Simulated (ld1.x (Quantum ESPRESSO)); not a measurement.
## potassium, PAW: configuration errors across variants

| Quantity | Value |
| --- | --- |
| Element | potassium |
| Generator | ld1.x (Quantum ESPRESSO) 7.5 |
| Type | PAW |
| Functional | PBE |
| Relativity | scalar-relativistic |
| Frozen core | [Ne] |
| Valence charge | 9 |
| Reference configuration | 3s2 3p6 4s1 4p0 |
| Partial waves | 3s (bound): rcut 1.70, rcutus 1.90 bohr; 4s (bound): rcut 1.70, rcutus 1.90 bohr; 3p (bound): rcut 2.00, rcutus 2.55 bohr; 4p (bound, empty): rcut 2.00, rcutus 2.55 bohr; 3d channel at 0.15 Ry: rcut 1.85, rcutus 2.00 bohr; 3d channel at 1.2 Ry: rcut 1.85, rcutus 2.00 bohr |
| Local potential | all-electron potential smoothed inside 2.40 bohr (lloc = -1) |
| Core correction | a·sin(br)/r model core inside 1.25 bohr |
| Augmentation charge | BESSEL, radius 1.75 bohr |

All-electron excitation energies from the reference (eV): (1) 3s2 3p6 4s0 4p0 4.314; (2) 3s2 3p6 4s0.5 4p0 1.641; (3) 3s2 3p6 4s0 4p1 1.553.

The overlap operator is not positive definite (basis up to 400 Ry) in “all radii but the core radius scaled by about 0.93 (s 1.76, p 2.36, d 1.86 bohr, rcut 1.58/1.86/1.72); local potential all-electron potential smoothed inside 2.24 bohr (lloc = -1); augmentation BESSEL, radius 1.62 bohr”. Such files are unfit for use, however small their errors in these radial tests.

Tests that are not counted but printed errors over 1 eV. “all radii but the core radius scaled by about 1.40 (s 2.66, p 3.58, d 2.80 bohr, rcut 2.38/2.80/2.60); local potential all-electron potential smoothed inside 3.36 bohr (lloc = -1); augmentation BESSEL, radius 2.46 bohr”: 3s2 3p6 4s0 4p0 (solver errors, printed error -539 eV).

Errors AE − PS in meV (a dash: test not solved or not reliable):

```csv
change,(1),(2),(3),bound ghosts
base,0.0,0.0,+0.1,none
"all radii but the core radius scaled by about 0.77 (s 1.46, p 1.96, d 1.54 bohr, rcut 1.32/1.54/1.42); local potential all-electron potential smoothed inside 1.86 bohr (lloc = -1); augmentation BESSEL, radius 1.36 bohr",-0.1,0.0,0.0,none
"all radii but the core radius scaled by about 0.86 (s 1.64, p 2.20, d 1.72 bohr, rcut 1.46/1.72/1.60); local potential all-electron potential smoothed inside 2.06 bohr (lloc = -1); augmentation BESSEL, radius 1.50 bohr",-0.1,0.0,0.0,none
"all radii but the core radius scaled by about 0.93 (s 1.76, p 2.36, d 1.86 bohr, rcut 1.58/1.86/1.72); local potential all-electron potential smoothed inside 2.24 bohr (lloc = -1); augmentation BESSEL, radius 1.62 bohr",-0.7,+0.1,-1.1,not determined (overlap not positive)
"all radii but the core radius scaled by about 1.05 (s 1.98, p 2.68, d 2.10 bohr, rcut 1.78/2.10/1.94); local potential all-electron potential smoothed inside 2.52 bohr (lloc = -1); augmentation BESSEL, radius 1.84 bohr",0.0,0.0,+0.1,none
"all radii but the core radius scaled by about 1.11 (s 2.12, p 2.84, d 2.22 bohr, rcut 1.90/2.22/2.06); local potential all-electron potential smoothed inside 2.68 bohr (lloc = -1); augmentation BESSEL, radius 1.94 bohr",+0.1,+0.1,+0.5,none
"all radii but the core radius scaled by about 1.28 (s 2.42, p 3.26, d 2.56 bohr, rcut 2.18/2.56/2.36); local potential all-electron potential smoothed inside 3.06 bohr (lloc = -1); augmentation BESSEL, radius 2.24 bohr",+0.3,+0.2,+1.7,none
"all radii but the core radius scaled by about 1.40 (s 2.66, p 3.58, d 2.80 bohr, rcut 2.38/2.80/2.60); local potential all-electron potential smoothed inside 3.36 bohr (lloc = -1); augmentation BESSEL, radius 2.46 bohr",–,–,–,none
```

Give the same row for: all radii but the core radius scaled by about 1.20 (s 2.28, p 3.06, d 2.40 bohr, rcut 2.04/2.40/2.22); local potential all-electron potential smoothed inside 2.88 bohr (lloc = -1); augmentation BESSEL, radius 2.10 bohr.

+0.2, +0.1, +1.1; bound ghosts: none.
